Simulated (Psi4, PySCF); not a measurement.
CHN, charge +1, doublet, geometry from GFN2-xTB (a state made from the parent by changing its charge; the spin is typed, not shown lowest), atoms displaced at random by about 0.08 Å a coordinate. Base run: B3LYP/STO-3G, gradient (PySCF).

PySCF was given this input:
```python
from pyscf import gto, scf, dft

mol = gto.Mole()
mol.atom = '''
    C     0.04283399   -0.08262194   -0.45113025
    N     0.03761016   -0.07833833    0.76963030
    H     0.18560525    0.06088579   -1.54043769
'''
mol.basis = 'sto-3g'
mol.charge = 1
mol.spin = 1
mol.verbose = 4
mol.build()

mf = dft.UKS(mol)
mf.xc = 'b3lyp'
mf.kernel()
g = mf.nuc_grad_method()
grad = g.kernel()
```

Programs used: Psi4, PySCF; a row that names a program was run with it.

The coordinate followed is y of atom 1.

The base run was repeated with changes; each row names its change, and settings that it needs were set with it.

```csv
change,dE/dx (Eh/bohr),net force (Eh/bohr)
base,0.009085,0.000007
grids.level = 5; grid_response = on,0.009085,0.000000
finite difference step (bohr) = 1e-4; conv_tol = 1e-11,0.009084,-
grid_response = on,0.009084,0.000000
finite difference step (bohr) = 1e-5; conv_tol = 1e-11,0.009085,-
code = psi4,0.009082,0.000009
conv_tol = 1e-4,0.008828,0.000007
finite difference step (bohr) = 0.2; conv_tol = 1e-11,0.010177,-
grids.level = 1; grid_response = off,0.009091,0.000033
conv_tol = 1e-6,0.009084,0.000007
grids.level = 5; grid_response = off,0.009085,0.000000
grids.level = 0; grid_response = off,0.008814,0.002741
```

The net force is zero for an exact gradient.

Open shells are given as the SCF converged; they aren't shown to be the lowest states, and a large step between rows can be another state.
